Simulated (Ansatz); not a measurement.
`CB(Cl)N=C=O` + H₂ → `O=C=NBCl` + CH₄ at 700 K and 1 bar (hydrogenolysis of a B–C bond).

Gas-phase electronic energies from Ansatz, PBE0-D4/def2-TZVP geometries. CCSD(T)/CBS is the MP2 limit (def2-TZVPP, def2-QZVPP) plus CCSD(T) − MP2 in def2-TZVPP, frozen cores. This one scheme is used for every species. One conformer a species, not always the lowest.

| species | CCSD(T)/CBS energy (Eh) | H − E (kJ/mol) | S (J/(mol·K)) |
| --- | --- | --- | --- |
| `CB(Cl)N=C=O` | -692.44878 | 218.4 | 467.9 |
| H₂ | -1.17544 | 46.8 | 155.3 |
| `O=C=NBCl` | -653.16741 | 125.6 | 390.3 |
| CH₄ | -40.46206 | 145.9 | 224.0 |

H − E and S are ideal-gas, rigid-rotor, harmonic terms from PBE0-D4/def2-TZVP, for one conformer and one mirror image of each species. The MP2-based limit puts H₂ 0.8 mEh under its directly extrapolated value; such offsets cancel only in part. 1 Eh = 2625.50 kJ/mol, R = 8.31446 J/(mol·K).

Task: By hand: ΔE, ΔH, ΔS and ΔG.

Result: ΔE = (-653.16741) + (-40.46206) − (-692.44878) − (-1.17544) = -0.00525 Eh = -13.8 kJ/mol. Δ(H − E) = 125.6 + 145.9 − 218.4 − 46.8 = 6.3, so ΔH = -7.5 kJ/mol. ΔS = 390.3 + 224.0 − 467.9 − 155.3 = -8.9 J/(mol·K). ΔG = -7.5 − 700 × (-8.9)/1000 = -1.3 kJ/mol.

Task: By hand: the equilibrium constant, and the temperature at which ΔG would vanish if ΔH and ΔS stayed fixed.

Result: log₁₀ K = −ΔG/(RT ln 10) = 0.1. ΔG = 0 at ΔH/ΔS = 843 K, though so small a ΔH makes that figure unsure.

TΔS isn't small against ΔH here. The sign of ΔG lies within the doubt. A doubt of 5 kJ/mol in ΔE shifts log₁₀ K by 0.4 here. Other conformers and mirror images would add mixing entropy, several J/(mol·K) or more a flexible species. Modes under 60 cm⁻¹, often nearly free rotors, make the harmonic entropy too high. These are equilibria of isolated gas molecules and say nothing of rates. Largest T1 diagnostic: 0.016 (customary marks: 0.02 for closed shells, 0.045 for open ones).
